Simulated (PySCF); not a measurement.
**Electron correlation in O (oxygen, neutral)**

[He] 2s1 2p5, high-spin 3P determinant (an excited configuration). All numbers are calculated (PySCF 2.14, scalar relativity by spin-free X2C-1e, in aug-cc-pCVTZ-DK). Frozen: nothing; 8 electrons correlated.

| level | correlation energy (mhartree) |
| --- | --- |
| CCSD | -266.06 |
| (T) | -14.96 |
| CCSD(T) | -281.02 |

Diagnostics: T1 = 0.019, D1 = 0.0550, largest double amplitude 0.189.

Q: Is a single reference adequate?

A: Not fully. A double-excitation amplitude exceeds 0.15, a sign of near-degeneracy.
